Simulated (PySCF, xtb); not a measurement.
BrHOTe, SMILES O[Te]Br. Other conformers were not sampled.

Harmonic wavenumbers (cm⁻¹) from GFN2-xTB (xtb) at its own minimum, in rising order: 149, 270, 328, 539, 930, 3592.

Question: What does PBE0-D3(BJ)/def2-TZVP (PySCF) give at its own minimum? (An estimate is asked for; the answer gives what the named calculation found.)

Answer: 155, 261, 430, 638, 1018, 3848. Paired by order, the mean absolute difference is 93 cm⁻¹ and the zero-point energies are 8.3 and 9.1 kcal/mol.
